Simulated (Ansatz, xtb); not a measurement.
Relative energy of two conformers of CH9GeSSi+

Structure a is `C[SiH2][SH+][GeH3]`, a singlet and structure b is `C[SiH2][SH+][GeH3]`, a singlet. Both are isolated ions in the gas phase, relaxed with B3LYP/6-31G*.

a (Å):

```yaml
atoms:
  - { symbol: C, position_ang: [-0.6467, -1.3104, 2.2944] }
  - { symbol: Ge, position_ang: [-0.7277, -2.0488, -1.8507] }
  - { symbol: S, position_ang: [1.1155, -2.4950, -0.4184] }
  - { symbol: Si, position_ang: [0.9940, -1.1295, 1.4277] }
  - { symbol: H, position_ang: [-1.4919, -1.0108, 1.6670] }
  - { symbol: H, position_ang: [-0.6385, -0.6495, 3.1717] }
  - { symbol: H, position_ang: [-0.8116, -2.3306, 2.6566] }
  - { symbol: H, position_ang: [1.2348, 0.1629, 0.7560] }
  - { symbol: H, position_ang: [2.1670, -1.6276, 2.1712] }
  - { symbol: H, position_ang: [0.6927, -3.6638, 0.1145] }
  - { symbol: H, position_ang: [-1.9640, -2.1238, -0.9467] }
  - { symbol: H, position_ang: [-0.3551, -0.6476, -2.3429] }
  - { symbol: H, position_ang: [-0.5788, -3.1846, -2.8659] }
```

b (Å):

```xyz
13

C     1.1992    3.2329   -0.1420
Ge   -1.5522   -1.1332    1.3363
S     0.3992    0.1388    0.8479
Si   -0.2993    2.2888    0.4326
H     0.9088    4.2813   -0.2907
H     1.5827    2.8575   -1.0964
H     2.0029    3.2099    0.6008
H    -1.3829    2.1171   -0.5574
H    -0.8120    2.6176    1.7776
H     0.6038   -0.2859   -0.4197
H    -2.5695   -0.6984    0.2745
H    -1.8372   -0.6558    2.7628
H    -1.0074   -2.5573    1.1978
```

**Question.** Estimate E(b) − E(a) at the level CCSD(T)/def2-SVP + ΔMP2/def2-TZVPP.

**Answer.** Too close to call at this level: CCSD(T)/def2-SVP + ΔMP2/def2-TZVPP gives E(b) − E(a) = −0.037 eV.

Level by level:

| level | geometry | E(b) − E(a) (eV) | departure from the last row (eV) | job, with rough time for the two |
| --- | --- | --- | --- | --- |
| B3LYP/6-31G* | B3LYP/6-31G* | −0.040 | −0.002 | optimisation, 3.1 min |
| HF/def2-SVP | B3LYP/6-31G* | −0.043 | −0.006 | part of the CCSD(T) run |
| MP2/def2-SVP | B3LYP/6-31G* | −0.038 | −0.001 | part of the CCSD(T) run |
| CCSD(T)/def2-SVP | B3LYP/6-31G* | −0.037 | 0.000 | single point |
| CCSD(T)/def2-SVP + ΔMP2/def2-TZVPP | B3LYP/6-31G* | −0.037 |  | single point, 50 s |

The largest departure from CCSD(T)/def2-SVP + ΔMP2/def2-TZVPP is that of HF/def2-SVP, 0.006 eV. Levels run at GFN2-xTB geometries aren't shown. The last row adds to CCSD(T) the change of the MP2 difference between the two basis sets, here 0.000 eV.

With harmonic frequencies from B3LYP/6-31G* (ideal gas, rigid rotor, one conformer each, 200 K, 1 atm): on the last row, ΔE + ΔZPE = −0.036 eV. A mode under 50 cm⁻¹ makes harmonic enthalpies and free energies unreliable, so none is given.

The correlated steps freeze 20 core orbitals; the filled d shell of Ge is correlated, in a basis made for valence electrons. Programs: Ansatz 0.2.0; the last row on 2 threads of Intel(R) Xeon(R) Platinum 8259CL CPU @ 2.50GHz (Skylake/Cascade Lake) on a shared host.
